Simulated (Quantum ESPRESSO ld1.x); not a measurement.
Ru II, configuration [Kr] 4d7. Method: scalar-relativistic Kohn-Sham, BLYP, spin-unpolarised, spherical densities, point nucleus; computed with ld1.x of Quantum ESPRESSO 7.5.

Radial electron density D(r) = 4 pi r^2 rho(r):

r (bohr),D(r) (e/bohr)
0.005091,14.93
0.006683,21.72
0.008772,30.26
0.01142,39.58
0.01499,48.65
0.01968,54.72
0.02583,55.61
0.03391,51.70
0.0445,47.76
0.05841,50.68
0.07667,61.53
0.1006,69.75
0.1321,63.24
0.1734,48.56
0.2276,46.00
0.2987,53.92
0.3921,47.74
0.5147,26.59
0.6756,14.10
0.8797,14.03
1.155,12.84
1.516,7.670
1.989,3.366
2.611,1.228
3.427,0.3560
4.499,0.06852
5.905,0.007043

D(r) has 4 maxima, at r = 0.0235, 0.104, 0.318, 0.953 bohr, and minima at 0.0467, 0.205, 0.750 bohr, inside which lie 2.01, 11.08, 29.12 electrons.
